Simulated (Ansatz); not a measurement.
Ansatz results at the PBE0-D4/def2-TZVP geometry: LUMO energy (PBE/def2-TZVPP) 0.42 eV; HOMO–LUMO gap (PBE0/def2-TZVPP) 7.54 eV; size of the dipole moment (ωB97M-V/def2-TZVPP) 1.09 D.

Each molecule was computed in one conformer, which needn't be the lowest.

(1) Which molecule gave them?
A. `CCNCN`
B. `NC(N)S`
C. `N=COCN`
D. `CB(O)C=[Se]`

Results:

(1) A. The others give `CB(O)C=[Se]`: -4.21, 3.31, 1.08; `NC(N)S`: -0.62, 7.09, 2.25; `N=COCN`: -0.34, 8.24, 3.66.
